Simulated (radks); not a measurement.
Numerical settings for the lanthanum ion La3+, [Xe]. All-electron calculation, Dirac Kohn-Sham, PBE, spin-unpolarised, spherical densities, finite nucleus; Fermi nuclear charge, rms radius 4.855 fm. Program: a radial shooting solver on a logarithmic mesh with Libxc functionals. The defaults (mesh step 0.008 in ln r, mesh end at 40 bohr or more with all orbitals vanishing there, Anderson mixing 0.5 over 9 steps, residual threshold near 1e-9 with the energy settled to 1e-9 hartree or 1e-11 of itself, here a cap of 93 iterations) give E = -8495.8166 hartree and 5p3/2 at -43.914 eV in 14 iterations. Run on one thread of a shared host, so times are rough (Arm Neoverse V2): 0.11 s of CPU time, 0.11 s wall, 14 iterations on 2213 mesh points. Changes against that run (0 stands for a change within the tolerance of the run):

| setting | iterations | converged | E (mhartree) | e(5p3/2) (meV) | CPU (s) |
|---|---|---|---|---|---|
| mesh step in ln r 0.2 | 11 | no | diverged | - | 0.04 |
| mesh step in ln r 0.02 | 14 | yes | +0.000619 | 0 | 0.05 |
| mesh step in ln r 0.003 | 15 | yes | 0 | 0 | 0.29 |
| mesh end (bohr) 2 | 13 | level above zero | +1.07e+04 | +5.98e+04 | 0.08 |
| mesh end (bohr) 400 | 14 | yes | 0 | 0 | 0.11 |
| residual threshold 0.1 | 8 | yes | 0 | -1.62 | 0.08 |
| residual threshold 0.01 | 8 | yes | 0 | -1.62 | 0.08 |
| mixing 0.01 | 25 | yes | 0 | 0 | 0.17 |
| linear mixing, mixing 0.8 | 26 | yes | 0 | 0 | 0.18 |
| linear mixing, mixing 0.05 | 93 | no | +0.00727 | -79 | 0.63 |
| mixing history 20 | 18 | yes | 0 | 0 | 0.13 |
| iteration cap 8 | 8 | no | 0 | -0.459 | 0.07 |

Settled on a wrong energy, with an occupied level pushed above zero by the early mesh end: mesh end (bohr) 2 (+10.7 hartree). Apart from these: no run marked as converged misses the energy by more than 1 mhartree. A mesh that ends early acts as a hard wall.
